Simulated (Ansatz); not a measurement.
Reaction (ligand exchange at the Si–O bond): `CO[SiH](C)C` + `[NH2][GaH2]` → `C[SiH](C)[NH][GaH2]` + CH₃OH

Isolated molecules relaxed with PBE0-D4/def2-TZVP in Ansatz; ΔE leaves out vibrations. CCSD(T)/CBS adds triple-zeta CCSD(T) − MP2 to the extrapolated MP2 energy (def2 sets, frozen cores). This one scheme is used for every species. Functionals use def2-TZVPP. For Ga outer-core shells are correlated without core-valence functions, which leaves a few kJ/mol of doubt a bond. Scalar relativity is left out up to krypton. One conformer a species, not always the lowest.

`CO[SiH](C)C`:

```xyz
15

C     0.703    0.764   -2.058
O    -0.155    0.883   -0.952
Si   -0.402   -0.339    0.129
C    -1.734    0.249    1.283
C     1.171   -0.767    1.040
H     0.480   -0.132   -2.650
H     0.567    1.639   -2.697
H     1.755    0.724   -1.752
H    -0.850   -1.553   -0.622
H    -1.410    1.141    1.824
H    -1.979   -0.523    2.017
H    -2.643    0.496    0.732
H     1.548    0.093    1.600
H     0.992   -1.580    1.749
H     1.956   -1.095    0.354
```

`[NH2][GaH2]`:

```xyz
6

N    -0.108   -0.414   -0.851
Ga    0.098    0.374    0.768
H     0.471   -1.163   -1.191
H    -0.816   -0.155   -1.518
H     1.254   -0.163    1.669
H    -0.899    1.522    1.123
```

`C[SiH](C)[NH][GaH2]`:

```xyz
15

C     0.533   -0.299    2.046
Si    0.727    0.148    0.240
C     0.617   -1.377   -0.829
N    -0.482    1.287   -0.251
Ga   -1.760    1.215   -1.558
H     0.580    0.590    2.680
H    -0.428   -0.789    2.226
H     1.328   -0.977    2.368
H     2.086    0.753    0.076
H    -0.352   -1.871   -0.727
H     1.390   -2.090   -0.529
H     0.768   -1.146   -1.886
H    -0.480    2.157    0.266
H    -1.853   -0.077   -2.427
H    -2.675    2.476   -1.695
```

CH₃OH:

Z-matrix (Å, degrees):
```
C
O 1 1.409
H 1 1.097 2 112.4
H 1 1.090 2 107.0 3 -118.5
H 1 1.097 2 112.4 3 123.0
H 2 0.959 1 108.5 3 -61.6
```

```json
{"level": "LDA (SPW92)", "ΔE (kJ/mol)": "40.2"}
{"level": "r2SCAN0-D4", "ΔE (kJ/mol)": "39.7"}
{"level": "CCSD(T)/def2-TZVPP", "ΔE (kJ/mol)": "35.7"}
{"level": "HF/def2-QZVPP", "ΔE (kJ/mol)": "48.1"}
```

What does CCSD(T)/CBS give? (Estimate.)

Computed: +36.6 kJ/mol. The listed levels differ from it by 3.6, 3.1, -0.9, 11.5 kJ/mol.

Largest T1 diagnostic among the species: 0.014.

Leaving LDA and LC-ωPBE aside and taking each functional with its dispersion term where it has one, the values, not all of them listed here, spread over 11.1 kJ/mol, from revPBE-D4 to CAM-B3LYP-D4. In def2-TZVPP, CCSD(T) changes the Hartree–Fock value by −11.7 kJ/mol (the triples alone add −1.7 kJ/mol) and MP2 by −12.0 kJ/mol.
